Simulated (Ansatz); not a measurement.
`N#CC1=C(c2cccnc2)C2C=CC1C2`. Total charge 0; triplet. Geometry r2SCAN-D4/def2-SVP, that of the neutral singlet.

```xyz
25

N    -1.974   -2.477   -1.807
C    -1.665   -1.709   -0.981
C    -1.334   -0.784    0.028
C    -0.277    0.083    0.098
C     0.807    0.317   -0.841
C     0.750   -0.081   -2.194
C     1.841    0.170   -3.018
C     2.963    0.813   -2.479
N     3.042    1.197   -1.201
C     1.994    0.957   -0.416
C    -0.382    0.745    1.490
C    -0.124   -0.358    2.529
C    -1.153   -1.215    2.455
C    -2.100   -0.686    1.369
C    -1.925    0.835    1.603
H    -0.141   -0.573   -2.592
H     1.826   -0.123   -4.072
H     3.836    1.027   -3.108
H     2.097    1.273    0.630
H     0.188    1.675    1.611
H     0.778   -0.436    3.139
H    -1.287   -2.156    2.992
H    -3.116   -1.102    1.351
H    -2.386    1.452    0.816
H    -2.259    1.159    2.600
```

At PBE0-D4/def2-SVP a singlet of charge 0 lies 2.38 eV below the triplet at the same geometry.

Estimate the α-spin orbital energies around the gap (eV) in Ansatz with PBE-D4/def2-SVP, PBE0-D4/def2-SVP.


```tsv
orbital	PBE-D4/def2-SVP	PBE0-D4/def2-SVP
HOMO−5	-7.89	-9.32
HOMO−4	-7.21	-8.39
HOMO−3	-6.73	-7.91
HOMO−2	-6.29	-7.57
HOMO−1	-5.85	-7.38
HOMO	-3.45	-4.44
LUMO	-1.83	-0.91
LUMO+1	-1.51	-0.55
LUMO+2	-0.92	-0.05
LUMO+3	-0.37	0.68
LUMO+4	0.79	1.67
LUMO+5	1.36	2.25
β HOMO	-5.83	-7.41
β LUMO	-5.36	-4.56
```
